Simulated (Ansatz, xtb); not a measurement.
**Relaxing a trial structure of AlClFH2Si**

The starting geometry of this gas-phase doublet was built from a drawn formula by distance geometry and a force field; its bonds are those of `F[Si]([AlH2])Cl`.

| atom | x (Å) | y (Å) | z (Å) |
| --- | --- | --- | --- |
| Al | 1.8050 | 0.7726 | 1.2879 |
| Cl | 0.9216 | -1.2423 | -1.5949 |
| F | -0.4954 | 1.4815 | -0.9844 |
| Si | 0.1310 | 0.1506 | -0.1979 |
| H | 2.6018 | -0.2651 | 2.1748 |
| H | 2.2751 | 2.3749 | 1.3805 |

**Question.** Predict what becomes of its bonds when it is optimised with r2SCAN-D4/def2-SVP.

**Answer.** It keeps its bonds, and is `F[Si]([AlH2])Cl`.

The energy falls by 0.28 eV over 11 steps:

```
step  E − E(last) (eV)
   1             0.276
   2             0.095
   3             0.067
   4             0.039
   5             0.022
   7             0.003
   8             0.003
   9             0.000
  10             0.000
  11             0.000
```

Final geometry (Å):

```xyz
6

Al    2.0334    0.9213    1.2729
Cl    0.4939   -1.4417   -1.4121
F    -0.3784    1.3985   -1.2631
Si    0.3256    0.2925   -0.2984
H     2.7951   -0.3011    1.9348
H     1.9694    2.4028    1.8319
```

From the same start GFN2-xTB ends elsewhere, differing in Al1–Cl2 (2.05 against 3.89 Å here), Cl2–Si4 (3.25 against 2.07 Å here).

The end wasn't checked by frequencies. Open shells are spin-unrestricted. Run with Ansatz 0.2.0, 72 s on 1 thread of Intel(R) Xeon(R) 6975P-C (Granite Rapids), on a shared host.
